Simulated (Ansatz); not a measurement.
WBr₆, relaxed as a singlet with RKS PBE-D4/def2-SVP in Ansatz, starting from the GFN2-xTB geometry. Force threshold 0.02 eV/Å.

In the def2 sets W takes a core potential; there is no spin–orbit coupling.

Start:

| atom | x (Å) | y (Å) | z (Å) |
| --- | --- | --- | --- |
| W1 | 0.000 | 0.000 | 0.000 |
| Br2 | -1.934 | -1.297 | -0.817 |
| Br3 | 1.934 | 1.297 | 0.817 |
| Br4 | 0.471 | -1.755 | 1.670 |
| Br5 | -0.471 | 1.755 | -1.670 |
| Br6 | -1.459 | 1.153 | 1.623 |
| Br7 | 1.459 | -1.153 | -1.623 |

```tsv
step	energy (eV)	largest force component (eV/Å)	SCF passes
1	-421998.2379	0.329	18
2 (rejected)	-421998.2214	0.419	20
3	-421998.2569	0.019	19
```

Force components are those of the run's own axes.

End:

```xyz
7

W     0.000    0.000    0.000
Br   -1.951   -1.308   -0.825
Br    1.951    1.308    0.825
Br    0.476   -1.770    1.684
Br   -0.476    1.770   -1.684
Br   -1.471    1.164    1.637
Br    1.471   -1.164   -1.637
```

By distances, no bond broke or formed. The bond that changes most is W1–Br3, from 2.47 to 2.49 Å (atoms count from 1).

No frequencies were taken in this run, so the end may be a saddle point.

Run time 13 s (4 threads of Arm Neoverse V2 on a shared host).
